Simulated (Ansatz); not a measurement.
`[F][In]([F])[O][SiH3]` → `[OH][In]([F])[F]` + `[SiH2]` at 600 K and 1 bar (silylene loss).

Computed with Ansatz on PBE0-D4/def2-TZVP structures; ΔE is electronic, products minus reactants. CCSD(T)/CBS adds triple-zeta CCSD(T) − MP2 to the extrapolated MP2 energy (def2 sets, frozen cores). This one scheme is used for every species. def2 core potentials past Kr. For In outer-core shells are correlated without core-valence functions, which leaves a few kJ/mol of doubt a bond. Each species was taken in one conformer, which may not be the lowest.

```json
{"species": "`[F][In]([F])[O][SiH3]`", "CCSD(T)/CBS energy (Eh)": "-755.56161", "H − E (kJ/mol)": "148.1", "S (J/(mol·K))": "491.8"}
{"species": "`[OH][In]([F])[F]`", "CCSD(T)/CBS energy (Eh)": "-465.24461", "H − E (kJ/mol)": "87.7", "S (J/(mol·K))": "392.5"}
{"species": "`[SiH2]`", "CCSD(T)/CBS energy (Eh)": "-290.19011", "H − E (kJ/mol)": "52.1", "S (J/(mol·K))": "233.9"}
```

H − E and S are ideal-gas, rigid-rotor, harmonic terms from PBE0-D4/def2-TZVP, for one conformer and one mirror image of each species. 1 Eh = 2625.50 kJ/mol, R = 8.31446 J/(mol·K).

**Question.** By hand: ΔE, ΔH, ΔS and ΔG.

**Answer.** ΔE = (-465.24461) + (-290.19011) − (-755.56161) = 0.12689 Eh = 333.1 kJ/mol. Δ(H − E) = 87.7 + 52.1 − 148.1 = -8.3, so ΔH = 324.8 kJ/mol. ΔS = 392.5 + 233.9 − 491.8 = 134.6 J/(mol·K). ΔG = 324.8 − 600 × (134.6)/1000 = 244.0 kJ/mol.

**Question.** By hand: the equilibrium constant, and the temperature at which ΔG would vanish if ΔH and ΔS stayed fixed.

**Answer.** log₁₀ K = −ΔG/(RT ln 10) = -21.2. ΔG = 0 at ΔH/ΔS = 2413 K.

The number of gas molecules changes by +1, which sets the sign of ΔS. A doubt of 5 kJ/mol in ΔE shifts log₁₀ K by 0.4 here. Other conformers and mirror images would add mixing entropy, several J/(mol·K) or more a flexible species. Modes under 60 cm⁻¹, often nearly free rotors, make the harmonic entropy too high. These are equilibria of isolated gas molecules and say nothing of rates. Largest T1 diagnostic: 0.018 (customary marks: 0.02 for closed shells, 0.045 for open ones).
